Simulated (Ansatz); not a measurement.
Consider the redistribution: `FB1OCO1` + `CO[Si](N)(F)[SiH3]` → `[SiH3]B1OCO1` + `CO[Si](N)(F)F`.

Calculated with Ansatz (gas phase, PBE0-D4/def2-TZVP geometries, no zero-point term in ΔE). CCSD(T)/CBS adds triple-zeta CCSD(T) − MP2 to the extrapolated MP2 energy (def2 sets, frozen cores). Functionals use def2-TZVPP. B3LYP here is the variant with VWN-RPA as its local correlation; programs differ in this. One conformer a species, not always the lowest.

Task: Is it downhill or uphill in electronic energy at CCSD(T)/CBS, and by how much? (An estimate is asked.)

Result: The calculation gave: Downhill: ΔE = -0.23 eV.

Task: What do these levels give: PBE-D4, B3LYP-D4, r2SCAN, PBE0, CCSD(T)/def2-TZVPP, HF/CBS(def2)? (Best estimate.)

Result: Computed: PBE-D4 -0.04, B3LYP-D4 -0.14, r2SCAN -0.16, PBE0 -0.11, CCSD(T)/def2-TZVPP -0.21, HF/CBS(def2) -0.28 eV.

Largest T1 diagnostic among the species: 0.015.

In def2-TZVPP, CCSD(T) changes the Hartree–Fock value by +0.05 eV (the triples alone add +0.01 eV) and MP2 by +0.04 eV. From PBE to PBE0 (25 % exact exchange), in def2-TZVPP and without D4, ΔE moves by −0.05 eV.
